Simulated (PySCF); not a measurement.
The numbers are results of B3LYP-D3(BJ)/def2-TZVP // B3LYP-D3(BJ)/def2-SVP in PySCF, not measurements. All species are isolated molecules in the gas phase. One relaxed conformer stands for a flexible species; it need not be the lowest. B3LYP has the VWN-RPA correlation part, as in Gaussian. Delta-SCF ions had no search for a lower state. Excitations are Tamm–Dancoff values on a coarser integration grid. The basis has no diffuse functions, so Rydberg states are missing or too high.

Reference species (SMILES): `O=CC1=C(C(F)(F)F)C=C[SiH2]1` (O–C–C–Si torsion 0°) (neutral, multiplicity 1).

```
Quantity                                  Value
--------------------------------------  -------
S1 excitation (TDA)                     3.05 eV
vertical ionisation energy (Delta-SCF)  9.50 eV
```

Changed species: `O=CC1=CC(C(F)(F)F)=C[SiH2]1` (O–C–C–Si torsion 0°).

Question: What does the change do to the S1 excitation (TDA) and vertical ionisation energy (Delta-SCF)?

Answer: the S1 excitation (TDA) rises by 0.09 eV, to 3.14 eV; the vertical ionisation energy (Delta-SCF) increases by 0.03 eV, to 9.53 eV.
